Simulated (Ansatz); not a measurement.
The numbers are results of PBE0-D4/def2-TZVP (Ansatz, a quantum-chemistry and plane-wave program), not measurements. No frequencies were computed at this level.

Ansatz 0.2 input:
```yaml
crystal:
  periodic: [false, false, false]
  atoms:
    - { symbol: C, position_ang: [-1.799619, -0.06933, 0.082393] }
    - { symbol: Al, position_ang: [0.04303, 0.50823, -0.398047] }
    - { symbol: C, position_ang: [1.770341, -0.282452, 0.193153] }
    - { symbol: H, position_ang: [-2.547703, 0.570207, -0.402779] }
    - { symbol: H, position_ang: [-2.024142, -1.098199, -0.222533] }
    - { symbol: H, position_ang: [-2.001378, -0.024151, 1.159104] }
    - { symbol: H, position_ang: [0.145711, 1.727942, -1.353268] }
    - { symbol: H, position_ang: [1.647449, -1.014639, 1.000802] }
    - { symbol: H, position_ang: [2.467814, 0.478814, 0.562292] }
    - { symbol: H, position_ang: [2.297721, -0.800775, -0.616118] }
basis:
  gaussian: { orbitals: def2-tzvp }
hamiltonian:
  xc: pbe0
  dispersion: d4
relax:
  max_steps: 150
```

Output:

```
Functional definition: PBE0
947 factors; their error is unknown
mean field evaluation 1: about -8769.1993 eV, gradient 7.0e1 eV
mean field evaluation 2: about -8765.0807 eV, gradient 7.4e1 eV
mean field evaluation 4: about -8780.2246 eV, gradient 9.0e-1 eV
mean field evaluation 8: about -8780.2329 eV, gradient 2.7e-1 eV
mean field evaluation 16: about -8780.2330 eV, gradient 4.0e-5 eV
mean field -8780.23300523 eV, -322.6676114867 hartree, gradient 4.0e-5 eV, S^2 0.000000; 0 other end points of the search recorded, 0 dependent functions left out
reference -8780.23303889 eV, -322.6676127234 hartree; 16, 16 occupied and 125, 125 virtual orbitals, 947 factors
relax step   1: F+E_penalty+E_count = -8780.34461564 eV  Δ(F+E_penalty+E_count) = +0.000e0 eV  max|allowed force component| = 5.292e-1 eV/Å  Δτ_max = 0.0000 Å  (25 SCF iters, accepted)
these checks for a lower state are left out or cut short: starts, cluster_reference, orbital_swaps, neighbouring_geometries, increment
947 factors; their error is unknown
mean field -8780.28435650 eV, -322.6694986109 hartree, gradient 5.9e-6 eV, S^2 0.000000; 0 other end points of the search recorded, 0 dependent functions left out
reference -8780.28439002 eV, -322.6694998427 hartree; 16, 16 occupied and 125, 125 virtual orbitals, 947 factors
relax step   2: F+E_penalty+E_count = -8780.39766567 eV  Δ(F+E_penalty+E_count) = -5.305e-2 eV  max|allowed force component| = 3.126e-1 eV/Å  Δτ_max = 0.1000 Å  (28 SCF iters, accepted)
these checks for a lower state are left out or cut short: starts, cluster_reference, orbital_swaps, neighbouring_geometries, increment
947 factors; their error is unknown
mean field -8780.29224019 eV, -322.6697883311 hartree, gradient 5.7e-6 eV, S^2 0.000000; 0 other end points of the search recorded, 0 dependent functions left out
reference -8780.29227363 eV, -322.6697895600 hartree; 16, 16 occupied and 125, 125 virtual orbitals, 947 factors
relax step   3: F+E_penalty+E_count = -8780.40619334 eV  Δ(F+E_penalty+E_count) = -8.528e-3 eV  max|allowed force component| = 5.562e-2 eV/Å  Δτ_max = 0.0475 Å  (28 SCF iters, accepted)
these checks for a lower state are left out or cut short: starts, cluster_reference, orbital_swaps, neighbouring_geometries, increment
947 factors; their error is unknown
mean field evaluation 32: about -8780.2874 eV, gradient 2.7e-3 eV
mean field -8780.29313810 eV, -322.6698213288 hartree, gradient 5.8e-6 eV, S^2 0.000000; 0 other end points of the search recorded, 0 dependent functions left out
reference -8780.29317155 eV, -322.6698225581 hartree; 16, 16 occupied and 125, 125 virtual orbitals, 947 factors
relax step   4: F+E_penalty+E_count = -8780.40728824 eV  Δ(F+E_penalty+E_count) = -1.095e-3 eV  max|allowed force component| = 2.878e-2 eV/Å  Δτ_max = 0.0205 Å  (28 SCF iters, accepted)
these checks for a lower state are left out or cut short: starts, cluster_reference, orbital_swaps, neighbouring_geometries, increment
947 factors; their error is unknown
mean field -8780.29329646 eV, -322.6698271484 hartree, gradient 5.5e-6 eV, S^2 0.000000; 0 other end points of the search recorded, 0 dependent functions left out
reference -8780.29332994 eV, -322.6698283787 hartree; 16, 16 occupied and 125, 125 virtual orbitals, 947 factors
relax step   5: F+E_penalty+E_count = -8780.40752699 eV  Δ(F+E_penalty+E_count) = -2.388e-4 eV  max|allowed force component| = 3.233e-3 eV/Å  Δτ_max = 0.0127 Å  (29 SCF iters, accepted)
947 factors; their error is unknown
mean field -8780.29329646 eV, -322.6698271484 hartree, gradient 1.7e-5 eV, S^2 0.000000; 1 other end points of the search recorded, 0 dependent functions left out
reference -8780.29332994 eV, -322.6698283787 hartree; 16, 16 occupied and 125, 125 virtual orbitals, 947 factors
Total energy: -8780.40756047 eV, -322.6740262733 hartree
Atom 0 at    -1.723976    -0.067986     0.083728 Å, force    -0.001486     0.001498    -0.000537 eV/Å
Atom 1 at     0.045616     0.571688    -0.443614 Å, force    -0.000250    -0.001409     0.000488 eV/Å
Atom 2 at     1.672845    -0.290723     0.209595 Å, force     0.002881     0.002190    -0.003233 eV/Å
Atom 3 at    -2.540703     0.499754    -0.367528 Å, force    -0.002037     0.000001    -0.000145 eV/Å
Atom 4 at    -1.855465    -1.120481    -0.191645 Å, force     0.001702    -0.001954    -0.000445 eV/Å
Atom 5 at    -1.846081    -0.022751     1.171810 Å, force     0.001400     0.000661     0.001981 eV/Å
Atom 6 at     0.186064     1.812443    -1.435577 Å, force     0.000715     0.000799    -0.000966 eV/Å
Atom 7 at     1.488536    -1.036951     0.986243 Å, force    -0.003081    -0.001501     0.001266 eV/Å
Atom 8 at     2.380136     0.445123     0.606179 Å, force     0.000199     0.000381     0.002470 eV/Å
Atom 9 at     2.192253    -0.794469    -0.614193 Å, force    -0.000044    -0.000667    -0.000879 eV/Å
Dipole moment:    -0.012956    -0.110306     0.088231 e Å
```

Cost: about 22 core-seconds (a rough figure).
